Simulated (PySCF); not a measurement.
Start geometry of `C/C=C\O[SiH2]O` from GFN2-xTB (Å):
```
atom  x, y, z in Å
C1    -2.2801   -0.4999   -0.1054
C2    -1.6324    0.8417    0.0657
C3    -0.3327    1.0077    0.1228
O4     0.5861   -0.0185    0.0441
Si5    2.1626   -0.0700   -0.0112
O6     2.3775   -1.6623   -0.0175
H7    -2.9838   -0.6618    0.7109
H8    -2.8568   -0.4803   -1.0425
H9    -1.5632   -1.2641   -0.1195
H10   -2.2621    1.7148    0.1553
H11    0.1220    1.9881    0.2668
H12    2.6870    0.5607   -1.2129
H13    2.7279    0.5596    1.1794
H14    3.2407   -2.0308   -0.0437
```

What comes out of this run: PySCF, PBE0-D3(BJ)/def2-SVP geometry optimisation, gas phase?

```
atom  x, y, z in Å
C1    -2.3411   -0.2098   -0.3641
C2    -1.4988    0.6947    0.4702
C3    -0.1660    0.7674    0.4181
O4     0.5794    0.0128   -0.4305
Si5    2.2428   -0.1380   -0.4058
O6     2.7743   -1.1154    0.8192
H7    -2.9398   -0.8925    0.2621
H8    -3.0566    0.3628   -0.9778
H9    -1.7197   -0.8153   -1.0379
H10   -1.9931    1.3622    1.1823
H11    0.3925    1.4606    1.0609
H12    2.5680   -0.6923   -1.7452
H13    2.8587    1.1868   -0.1382
H14    2.5204   -2.0426    0.7879
```

The energy falls by 48.2 kJ/mol over 25 energy and gradient evaluations, the largest force component goes from 0.0782 to 2.8e-04 Eh/bohr, and the atoms move by 0.897 Å rms after alignment. The bond that changes most is O4–Si5 (silyl ether oxygen to oxygen-bound silicon), which lengthens by 0.092 Å. Bonds longer at the end by more than 0.005 Å: 10 of 13; shorter: 2. Among the angles that change most is O4–Si5–O6, from 99.6° to 112.6°. Among the dihedrals that turn most is O4–Si5–O6–H14, from 180° to 64°. Rotational constants go from 7412, 1386, 1194 to 7721, 1230, 1228 MHz. The orientation of the end geometry is arbitrary; only internal coordinates are fixed.

The run used 128 basis functions and 183 SCF cycles in all. On one thread, Arm Neoverse V1 (aarch64), shared host, this took 2.7 min wall and 0.53 GiB of memory at its peak.

No PBE0-D3(BJ)/def2-SVP frequencies stand behind this structure, so it isn't proved a minimum. The numbers are those of one conformer.
